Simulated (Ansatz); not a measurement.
`C[Si](N)(O)Br` + H₂ → `C[SiH](N)O` + HBr  (hydrogenolysis of the Si–Br bond)

Gas-phase electronic energies from Ansatz, PBE0-D4/def2-TZVP geometries. CBS: MP2 limit from def2 TZ/QZ plus the TZ coupled-cluster correction, frozen cores. This one scheme is used for every species. Functionals use def2-TZVPP. For Br outer-core shells are correlated without core-valence functions, which leaves a few kJ/mol of doubt a bond. Scalar relativity is left out up to krypton. Each species was taken in one conformer, which may not be the lowest.

| level | ΔE (eV) |
| --- | --- |
| B2PLYP | 0.95 |
| HF/def2-TZVPP | 0.84 |
| SCS-MP2/def2-TZVPP | 0.98 |
| CCSD(T)/def2-TZVPP | 0.95 |

Problem. What does CCSD(T)/CBS give? (Estimate.)

Solution. The calculation gave: +1.03 eV. The listed levels differ from it by -0.08, -0.19, -0.05, -0.08 eV.

Largest T1 diagnostic among the species: 0.010.

In def2-TZVPP, CCSD(T) changes the Hartree–Fock value by +0.11 eV (the triples alone add +0.04 eV) and MP2 by +0.23 eV. The D4 term adds +0.13 eV with B3LYP and +0.07 eV with PBE0; it sums over pairs of atoms, weighted by their polarisabilities, and B3LYP, whose exchange is more repulsive, gets the larger term.

B3LYP here is the variant with VWN-RPA as its local correlation; programs differ in this.
